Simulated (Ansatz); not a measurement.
Gas-phase electronic energies from Ansatz, PBE0-D4/def2-TZVP geometries. CCSD(T)/CBS adds triple-zeta CCSD(T) − MP2 to the extrapolated MP2 energy (def2 sets, frozen cores). This one scheme is used for every species. DFT in def2-TZVPP. B3LYP here is the variant with VWN-RPA as its local correlation; programs differ in this. def2 core potentials past Kr. For Sn outer-core shells are correlated without core-valence functions, which leaves a few kJ/mol of doubt a bond. Each species was taken in one conformer, which may not be the lowest.

Consider the formal hydrolysis of the Sn–F bond: `[NH2][SnH2][F]` + H₂O → `[NH2][SnH2][OH]` + H–F.

| level | ΔE (kJ/mol) | difference from CCSD(T)/CBS |
| --- | --- | --- |
| PBE-D4 | 52.5 | 4.9 |
| PBE0-D4 | 51.1 | 3.5 |
| ωB97M-V | 53.7 | 6.1 |
| PBE | 54.2 | 6.6 |
| r2SCAN | 55.1 | 7.5 |
| B3LYP | 57.3 | 9.7 |
| MP2/def2-TZVPP | 43.4 | -4.2 |
| HF/def2-QZVPP | 59.9 | 12.3 |
| HF/CBS(def2) | 60.1 | 12.5 |
| MP2/CBS(def2) | 45.2 | -2.4 |
| CCSD(T)/CBS | 47.6 | 0 |

Largest T1 diagnostic among the species: 0.013.

In def2-TZVPP, CCSD(T) changes the Hartree–Fock value by −12.4 kJ/mol (the triples alone add −1.5 kJ/mol) and MP2 by −14.8 kJ/mol.
